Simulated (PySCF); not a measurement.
Species: C₅H₁₂GeSi.
Numbering: `[SiH3:1][CH2:2][C@@H:3]1[CH:4]=[CH:5][CH2:6][GeH2:7]1` (hydrogens: H8, H9, H10 on Si1; H11, H12 on C2; H13 on C3; H14 on C4; H15 on C5; H16, H17 on C6; H18, H19 on Ge7)

Theory: PySCF 2.14.0, PBE0-D3(BJ)/def2-SVP geometry optimisation, gas phase.

Give the optimised bond lengths and angles.

```csv
bond,length (Å),order
Si1–C2,1.887,single
C2–C3,1.534,single
C3–C4,1.508,single
C4=C5,1.341,double
C5–C6,1.503,single
C6–Ge7,1.970,single
C3–Ge7,1.987,single
"Si1–H8, Si1–H9, Si1–H10",1.496,single
C2–H11,1.104,single
C2–H12,1.106,single
C3–H13,1.106,single
C4–H14,1.098,single
C5–H15,1.096,single
C6–H16,1.102,single
C6–H17,1.103,single
Ge7–H18,1.540,single
Ge7–H19,1.542,single
```

Bonds in one row agree within 0.01 Å and their mean is given. Orders are formal, as drawn. A selection of angles:
```csv
angle,degrees
C2–Si1–H8,110.0
C2–Si1–H9,110.7
H8–Si1–H9,107.9
H8–Si1–H10,108.7
Si1–C2–C3,114.1
Si1–C2–H11,108.6
Si1–C2–H12,107.3
C3–C2–H11,110.5
C3–C2–H12,110.2
H11–C2–H12,105.7
C2–C3–C4,113.1
C2–C3–Ge7,115.5
C2–C3–H13,108.8
C4–C3–Ge7,101.3
C4–C3–H13,109.0
Ge7–C3–H13,108.7
C3–C4–C5,121.4
C3–C4–H14,118.2
C5–C4–H14,120.4
C4–C5–C6,120.7
C4–C5–H15,120.1
C6–C5–H15,119.2
C5–C6–Ge7,102.3
C5–C6–H16,112.0
C5–C6–H17,111.6
Ge7–C6–H16,113.0
Ge7–C6–H17,111.6
H16–C6–H17,106.5
C6–Ge7–H18,114.0
C6–Ge7–H19,112.8
C3–Ge7–C6,94.0
C3–Ge7–H18,114.2
C3–Ge7–H19,111.7
H18–Ge7–H19,109.5
```

Torsions: Si1–C2–C3–C4 -173° (antiperiplanar); C2–C3–C4–C5 -127° (anticlinal); C3–C4–C5–C6 -1° (synperiplanar); C4–C5–C6–Ge7 4° (synperiplanar); C5–C6–Ge7–C3 -5° (synperiplanar); C2–C3–Ge7–C6 127° (anticlinal).

The 5-membered ring C3–C4–C5–C6–Ge7 has internal angles of 94.0° to 121.4° (sum 540°, against 540° for a flat polygon); it is almost planar, 0.03 Å rms from its mean plane, widest ring torsion 5°. Ge7 (germanium bonded to 2 C and 2 H) has angles from 94.0° to 114.2°. The 4 C–C bonds span 1.341 Å (C4=C5, drawn double) to 1.534 Å (C2–C3, drawn single), a spread of 0.193 Å. Si1 (SiH3 silicon) is tetrahedral (angles from 107.9° to 110.8°).

Point group: C1 (no symmetry element, even within 0.4 Å). PBE0-D3(BJ)/def2-SVP frequencies: not computed here. One conformer, not necessarily the lowest.
